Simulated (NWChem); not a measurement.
Species: CH3Mg cation; SMILES [CH3][Mg+]

```xyz
5

Mg     0.0000     0.0000    -0.9494
C      0.0000     0.0000     1.1488
H      0.7405     0.7405     1.4581
H      0.2710    -1.0115     1.4581
H     -1.0115     0.2710     1.4581
```
Atoms are numbered in this order, from 1.

Level: B3LYP/6-31G* (spherical d) (NWChem), optimised geometry, unscaled harmonic frequencies. B3LYP is NWChem's, with the RPA form of VWN correlation.

Question: List the harmonic frequencies with IR intensities, and the thermochemistry.

Answer: 
| frequency (cm⁻¹) | IR intensity (km/mol) |
|---|---|
| 501 | 2.0 |
| 682 | 86.8 |
| 682 | 86.8 |
| 1129 | 138.8 |
| 1450 | 0.7 |
| 1450 | 0.7 |
| 3080 | 4.3 |
| 3202 | 10.0 |
| 3202 | 10.0 |

```json
{
  "zero_point_energy": "22.0 kcal/mol",
  "thermal correction to the enthalpy at 298.15 K (with zero-point energy)": "24.7 kcal/mol",
  "heat capacity Cv": "9.4 cal/(mol K)",
  "entropy at 298.15 K and 1 atm (symmetry number 3)": "56.5 cal/(mol K)"
}
```

Rigid rotor and harmonic oscillator.
